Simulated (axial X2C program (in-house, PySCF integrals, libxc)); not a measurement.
# Which molecule has these constants?

All values come from calculations with an axial X2C code built on PySCF integrals, spin-free (one-electron X2C) or two-component (2c: spin–orbit coupling with atomic mean-field Coulomb and Gaunt terms, which also bring small scalar terms), in Dyall basis sets with cores contracted in-house; open shells are unrestricted.

A two-component PBE0 calculation in a Dyall 3-zeta basis gave Re = 1.717 Å, ωe = 1927.9 cm⁻¹, De = 2.52 eV, dipole magnitude 0.18 D, Ω = 1.

Question: Which molecule is it?
A. NH
B. SbH
C. PH
D. AsH
E. BiH

Answer: B. The others have NH 1.038 Å and 3312.8 cm⁻¹ (Ω = 1); PH 1.431 Å and 2363.6 cm⁻¹ (Ω = 1); BiH 1.816 Å and 1693.3 cm⁻¹ (Ω = 0); AsH 1.529 Å and 2158.3 cm⁻¹ (Ω = 1).

Each entry is the lowest single determinant of a limited PBE0 search at one distance. De goes to single-determinant-based atoms at the same level (for ions the charge split of lowest energy) and is withheld (n/a) where an atom does not fit its ground term or J level. Main or longest-lived isotopes. One determinant is a doubtful description, or other states lie close, for SbH, NH, PH, BiH, AsH; these need not be ground states, and all values refer to the states named. Some open-shell Ω = 0 determinants are out of reach, so the Ω given for SbH, NH, PH, AsH need not be the lowest component. With several unpaired electrons the Ω given is that of one determinant, not necessarily of the lowest component.
